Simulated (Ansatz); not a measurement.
Species: BH$_{2}$ (charge -1, singlet). 
Geometry from a B3LYP-D3(BJ)/def2-TZVP (Ansatz, a program for electronic structure) optimisation:
```
B
H 1 1.2491
H 1 1.2491 2 101.33
```
Charge -1, spin multiplicity 1.

Basis-set convergence of Hartree-Fock and CCSD(T) correlation energies (hartree) with Ansatz. Cores are frozen in the correlated levels unless marked. Spin-orbit coupling is left out. No relativistic terms.

The Hartree-Fock reference is unstable (checked in the largest basis), which strains HF and MP2. 

```csv
basis,functions,E(HF),"E(corr, CCSD(T))"
aug-cc-pVDZ,41,-25.71442,-0.13474
aug-cc-pVTZ,92,-25.72036,-0.15093
aug-cc-pVQZ,172,-25.72189,-0.15508
```

Extrapolating the two largest sets (X = 3 and 4) as X^-3: E(corr) = (64·(-0.15508) - 27·(-0.15093))/37 = -0.1581 Eh, an estimate of the basis-set limit. The largest set recovers 98.1 % of it, the smallest 85.2 %.
